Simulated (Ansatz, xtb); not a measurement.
**CH4ClGe: which of two isomers lies lower**

Structure a is `[CH2][GeH2][Cl]`, a doublet and structure b is `[CH3][GeH][Cl]`, a doublet. Both are isolated molecules in the gas phase, relaxed with B3LYP-D3(BJ)/def2-SVP; the shapes shown needn't be the lowest conformers.

a (Å):

```
atom    x (Å)    y (Å)    z (Å)
   C  -0.3204   0.0368  -1.1345
  Cl  -1.1580  -1.1442   1.8783
  Ge  -0.9035   0.6233   0.5990
   H   0.7388  -0.1222  -1.3607
   H  -1.0336  -0.2614  -1.9095
   H   0.1553   1.5026   1.2852
   H  -2.2785   1.3086   0.5320
```

b (Å):

```xyz
7

C    -0.0054    0.3347    0.5826
Cl   -1.7374   -1.1733   -1.8585
Ge   -1.8307    0.2316   -0.1695
H     0.3076   -0.6499    0.9563
H     0.6803    0.6554   -0.2175
H     0.0173    1.0662    1.4042
H    -2.2684    1.6020   -0.7808
```

Q: Estimate E(b) − E(a) at the level CCSD(T)/def2-SVP + ΔMP2/def2-TZVPP.

A: Calculated at CCSD(T)/def2-SVP + ΔMP2/def2-TZVPP: E(b) − E(a) = −84.8 kJ/mol, so structure b lies lower.

Level by level:

```
                             level               geometry  E(b) − E(a) (kJ/mol)  departure from the last row (kJ/mol)  job, with rough time for the two
                          GFN2-xTB               GFN2-xTB                  −149.0                                 −64.1              optimisation, 0.74 s
                         HF/STO-3G               GFN2-xTB                    +5.2                                 +90.1               single point, 4.7 s
                r2SCAN-D4/def2-SVP               GFN2-xTB                   −78.7                                  +6.2                single point, 19 s
             B3LYP-D3(BJ)/def2-SVP  B3LYP-D3(BJ)/def2-SVP                   −90.8                                  −6.0             optimisation, 7.2 min
                       HF/def2-SVP  B3LYP-D3(BJ)/def2-SVP                   −53.1                                 +31.7           part of the CCSD(T) run
                      MP2/def2-SVP  B3LYP-D3(BJ)/def2-SVP                   −90.3                                  −5.5           part of the CCSD(T) run
                  CCSD(T)/def2-SVP  B3LYP-D3(BJ)/def2-SVP                   −82.6                                  +2.2                      single point
CCSD(T)/def2-SVP + ΔMP2/def2-TZVPP  B3LYP-D3(BJ)/def2-SVP                   −84.8                                                   single point, 1.7 min
```

As drawn, b has 1 C–H in place of 1 Ge–H.

HF/STO-3G puts the two in the other order. The largest departure from CCSD(T)/def2-SVP + ΔMP2/def2-TZVPP is that of HF/STO-3G, 90.1 kJ/mol. The last row adds to CCSD(T) the change of the MP2 difference between the two basis sets, here −2.2 kJ/mol.

With harmonic frequencies from B3LYP-D3(BJ)/def2-SVP (ideal gas, rigid rotor, one conformer each, 298.15 K, 1 atm): on the last row, ΔE + ΔZPE = −73.1, ΔH = −73.7, ΔG = −72.8 kJ/mol.

Open shells are spin-unrestricted. The correlated steps freeze 15 core orbitals; the filled d shell of Ge is correlated, in a basis made for valence electrons. Mirror images aren't counted in ΔG. Run with Ansatz 0.2.0, xtb 6.7.1; the last row on 1 thread of Intel(R) Xeon(R) Processor @ 2.50GHz (Skylake/Cascade Lake) on a shared host.
